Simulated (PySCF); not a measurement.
## Ca²⁺ (calcium, charge +2) across methods

[Ar], closed-shell 1S. All numbers are calculated (PySCF 2.14, scalar relativity by spin-free X2C-1e, in aug-cc-pwCVTZ-X2C with one added diffuse shell each of s, p, d, f type (10s9p7d4f, 100 functions)).

| method | E (hartree) | mean ε 2p (eV) | mean ε 3s (eV) | mean ε 3p (eV) | Σ⟨r²⟩ (bohr²) | ⟨S²⟩ |
| --- | --- | --- | --- | --- | --- | --- |
| PW91 | -679.799 | -350.66 | -62.285 | -43.134 | 15.34 | 0.000 |
| B3LYP | -679.814 | -358.07 | -65.222 | -44.932 | 15.37 | 0.000 |
| LDA | -677.922 | -350.24 | -62.069 | -43.118 | 15.38 | 0.000 |
| PBEsol | -678.719 | -350.00 | -62.080 | -42.978 | 15.35 | 0.000 |
| PBE0 | -679.625 | -359.55 | -66.022 | -45.373 | 15.32 | 0.000 |
| PBE | -679.577 | -350.32 | -62.227 | -43.054 | 15.34 | 0.000 |
| r2SCAN | -679.766 | -354.40 | -63.827 | -43.758 | 15.30 | 0.000 |
| BP86 | -679.869 | -350.59 | -62.300 | -43.127 | 15.31 | 0.000 |
| UHF | -679.03058 | -386.09 | -76.093 | -51.074 | 15.37 | 0.000 |
